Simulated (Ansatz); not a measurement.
Total energies of Te6Mo3 from Ansatz at PBE-D4/def2-TZVP, gas phase (1 Eh = 27.2114 eV = 2625.5 kJ/mol). The reference geometry is relaxed at PBE-D4/def2-SVP.

Cartesian coordinates in Å:
```
Mo 1.111 0.273 -0.504
Mo -1.125 0.841 -0.768
Mo -0.557 -0.728 1.392
Te 2.491 0.074 -2.762
Te 1.341 -2.223 0.372
Te 0.073 1.981 1.332
Te -2.756 -1.125 -0.014
Te 0.179 1.738 -2.930
Te -0.757 -0.830 3.883
```

```json
{"state": "charge 0 singlet", "geometry": "reference", "energy (Eh)": "-1813.36668"}
{"state": "charge 1 doublet", "geometry": "reference", "energy (Eh)": "-1813.11533"}
{"state": "charge -1 doublet", "geometry": "reference", "energy (Eh)": "-1813.46147"}
{"state": "charge -1 doublet", "geometry": "relaxed at PBE-D4/def2-SVP", "energy (Eh)": "-1813.46887"}
{"state": "charge 0 triplet", "geometry": "relaxed at PBE-D4/def2-SVP", "energy (Eh)": "-1813.35248"}
{"state": "free Mo atom (septet)", "geometry": "–", "energy (Eh)": "-68.12409"}
{"state": "free Te atom (triplet)", "geometry": "–", "energy (Eh)": "-267.97310"}
```

In the def2 sets Mo, Te take a core potential; there is no spin–orbit coupling. Single mean-field runs in def2-TZVP are fitted with def2-universal-jkfit.

(1) Work out the vertical ionisation energy to the doublet.

(2) Work out the vertical electron affinity, to the doublet.

(3) Give the fundamental gap IE − EA, the Mulliken electronegativity (IE + EA)/2 and the hardness (IE − EA)/2.

(4) How much does the charge -1 doublet relax, and what is the adiabatic electron affinity?

(5) Which of the charge 0 states is lowest, and how far above it are the others?

(6) What is the binding energy per atom against free atoms?

(1) E(charge 1 doublet) − E(charge 0 singlet) = -1813.11533 − (-1813.36668) = 0.25135 Eh = 6.84 eV. For comparison, −ε of the highest occupied level is 5.05 eV at this level, 1.79 eV less.

(2) E(charge 0 singlet) − E(charge -1 doublet) = -1813.36668 − (-1813.46147) = 0.09479 Eh = 2.58 eV. The basis lacks diffuse functions, which makes affinities too small.

(3) From the values in Eh: IE − EA = 0.25135 − 0.09479 = 0.15656 Eh = 4.26 eV; (IE + EA)/2 = 4.71 eV; (IE − EA)/2 = 2.13 eV. The HOMO–LUMO gap of the same run is 0.81 eV, 3.45 eV smaller than the fundamental gap.

(4) Relaxation: -1813.46147 − (-1813.46887) = 0.00740 Eh = 0.20 eV. Adiabatic electron affinity: 0.10219 Eh = 2.78 eV, without zero-point energy. 

(5) The singlet. triplet: -1813.35248 − (-1813.36668) = 0.01420 Eh = 37.3 kJ/mol.

(6) Atoms: 3 × (-68.12409) + 6 × (-267.97310) = -1812.21087 Eh. Binding: -1812.21087 − (-1813.36668) = 1.15581 Eh = 31.45 eV, or 3.49 eV for each of 9 atoms (no zero-point energy, no counterpoise term).

The restricted singlet is unstable towards broken spin symmetry in Hartree–Fock (as tested in another run); at PBE-D4/def2-TZVP this wasn't settled.
